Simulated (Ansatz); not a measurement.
Reaction (stannylene formation by 1,1-elimination): `[OH][Sn]([Cl])([Cl])[Br]` → Cl₂ + `[OH][Sn][Br]`

Isolated molecules relaxed with PBE0-D4/def2-TZVP in Ansatz; ΔE leaves out vibrations. CBS: MP2 limit from def2 TZ/QZ plus the TZ coupled-cluster correction, frozen cores. This one scheme is used for every species. DFT in def2-TZVPP. Elements past krypton have def2 core potentials. For Br, Sn outer-core shells are correlated without core-valence functions, which leaves a few kJ/mol of doubt a bond. Scalar relativity is left out up to krypton. Each species was taken in one conformer, which may not be the lowest.

`[OH][Sn]([Cl])([Cl])[Br]`:

```xyz
6

O    -0.737    0.909    1.113
Sn    0.293   -0.083   -0.189
Cl    2.305    0.986   -0.335
Cl    0.606   -2.243    0.535
Br   -0.839   -0.136   -2.354
H    -1.629    0.567    1.230
```

Cl₂:

Z-matrix (Å, degrees):
```
Cl
Cl 1 1.982
```

`[OH][Sn][Br]`:

Cartesian coordinates in Å:
```
O 0.950 -0.038 -0.374
Sn -0.572 -0.586 0.757
Br -2.127 1.185 -0.126
H 1.749 -0.561 -0.258
```

```
                   species  BLYP energy (Eh)
`[OH][Sn]([Cl])([Cl])[Br]`       -3784.86020
                       Cl₂        -920.39227
            `[OH][Sn][Br]`       -2864.38132
```

Q: Work out ΔE.

A: ΔE = (-920.39227) + (-2864.38132) − (-3784.86020) = 0.08661 Eh = +227.4 kJ/mol. CCSD(T)/CBS gives +307.7 kJ/mol.

Largest T1 diagnostic among the species: 0.015.

In def2-TZVPP, CCSD(T) changes the Hartree–Fock value by −15.0 kJ/mol (the triples alone add +0.7 kJ/mol) and MP2 by −3.8 kJ/mol. From BLYP to BHLYP (50 % exact exchange), in def2-TZVPP and without D4, ΔE moves by +66.2 kJ/mol. The D4 term adds +17.2 kJ/mol with B3LYP and +9.7 kJ/mol with PBE0; it sums over pairs of atoms, weighted by their polarisabilities, and B3LYP, whose exchange is more repulsive, gets the larger term.

B3LYP here is the variant with VWN-RPA as its local correlation; programs differ in this.
